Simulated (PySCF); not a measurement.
## Electron correlation in Mn⁺ (manganese, charge +1)

[Ar] 3d4 4s1 5s1, high-spin 7D determinant (an excited configuration). Computed with PySCF 2.14 in x2c-TZVPPall with one added diffuse shell each of s, p, d, f type (7s6p5d3f1g, 80 functions), with scalar relativity by spin-free X2C-1e. Frozen: [Ar]; 6 electrons correlated.

MP2 pair energies summed by pair of shells (mhartree):

| pair | energy | share (%) |
| --- | --- | --- |
| 3d-3d | -38.96 | 70.3 |
| 3d-4s | -11.12 | 20.1 |
| 4s-5s | -3.47 | 6.3 |
| 3d-5s | -1.88 | 3.4 |

Total MP2 correlation energy: -55.42 mhartree.

Same-spin part -55.42 and opposite-spin part 0.00 mhartree; SCS-MP2 scales them by 1/3 and 6/5 to -18.47 mhartree.
